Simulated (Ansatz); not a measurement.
C$_{8}$H$_{8}$O$_{2}$, SMILES `Cc1ccc(C(=O)O)cc1`, relaxed with RKS PBE0-D4/def2-TZVP in Ansatz from a PBE-D4/def2-SVP geometry. The force threshold is 0.005 eV/Å; the program also tests the step.

The species carries charge 0 and has multiplicity 1.

Start:

```xyz
18

C    -0.742    2.647    1.231
C    -0.404    1.320    0.604
C    -1.342    0.264    0.591
C    -1.021   -0.978    0.038
C     0.253   -1.198   -0.523
C     0.544   -2.539   -1.102
O    -0.241   -3.473   -1.129
O     1.801   -2.633   -1.613
C     1.197   -0.152   -0.521
C     0.867    1.089    0.035
H    -1.825    2.872    1.157
H    -0.180    3.478    0.763
H    -0.484    2.648    2.313
H    -2.342    0.426    1.023
H    -1.746   -1.805    0.023
H     1.866   -3.550   -1.957
H     2.190   -0.319   -0.962
H     1.610    1.902    0.028
```

Q: By how much does the energy fall, and how many steps does the optimiser take? (Best estimate.)

A: Ansatz gave: 2.48 kcal/mol, in 5 steps.

Q: Which bonds change most? (Estimate.)

A: The calculation gave: C2–C10 from 1.411 to 1.393 Å; C2–C3 from 1.412 to 1.394 Å; C5–C9 from 1.409 to 1.391 Å; C4–C5 from 1.409 to 1.391 Å.

Q: Give the relaxed structure. (Estimate.)

A: Ansatz gave: 
```xyz
18

C    -0.734    2.621    1.219
C    -0.399    1.302    0.597
C    -1.327    0.262    0.587
C    -1.011   -0.967    0.039
C     0.247   -1.182   -0.514
C     0.537   -2.511   -1.090
O    -0.236   -3.434   -1.117
O     1.780   -2.608   -1.598
C     1.181   -0.151   -0.514
C     0.856    1.075    0.036
H    -1.800    2.840    1.138
H    -0.177    3.435    0.752
H    -0.481    2.620    2.284
H    -2.311    0.422    1.013
H    -1.729   -1.777    0.027
H     1.856   -3.509   -1.941
H     2.159   -0.314   -0.948
H     1.588    1.876    0.030
```
